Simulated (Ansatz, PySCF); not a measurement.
Pair of molecules: CHN (SMILES C#N) (first 3 atoms) with HBr (SMILES Br); geometry from B3LYP-D3(BJ)/def2-TZVP.
(charge 0, multiplicity 1):
```xyz
5

C     -0.43984    -0.08430    -0.45793
N     -0.26343    -0.21409     0.66507
H     -0.60444     0.03681    -1.50541
Br     0.28213    -0.61515     4.13039
H      0.06018    -0.45154     2.72170
```

Basis-set superposition error: the interaction energy with monomers in their own basis, and in the dimer's basis (counterpoise).

The values were computed with Ansatz (Gaussian orbitals); PySCF for 6-31G* rows. 

| level | uncorrected (kcal/mol) | counterpoise (kcal/mol) | difference |
|---|---|---|---|
| BLYP/def2-TZVPPD | -2.94 | -2.79 | 0.15 |
| revPBE/def2-TZVPPD | -2.67 | -2.51 | 0.16 |
| B3LYP/6-31G* | -4.39 | -3.71 | 0.69 |
| B3LYP/def2-TZVPPD | -3.28 | -3.14 | 0.13 |
| CAM-B3LYP/def2-TZVPPD | -3.82 | -3.69 | 0.13 |
| MP2/6-31G* | -5.01 | -4.02 | 0.99 |
| SCS-MP2/aug-cc-pVDZ | -4.47 | -3.42 | 1.05 |
| SCS-MP2/aug-cc-pVTZ | -4.17 | -3.63 | 0.54 |
| CCSD/aug-cc-pVTZ | -3.81 | -3.35 | 0.45 |
| CCSD(T)/aug-cc-pVTZ | -4.19 | -3.71 | 0.48 |

The error is largest for SCS-MP2/aug-cc-pVDZ (1.05 kcal/mol) and smallest for B3LYP/def2-TZVPPD (0.13 kcal/mol).

Ansatz is a first-principles code.
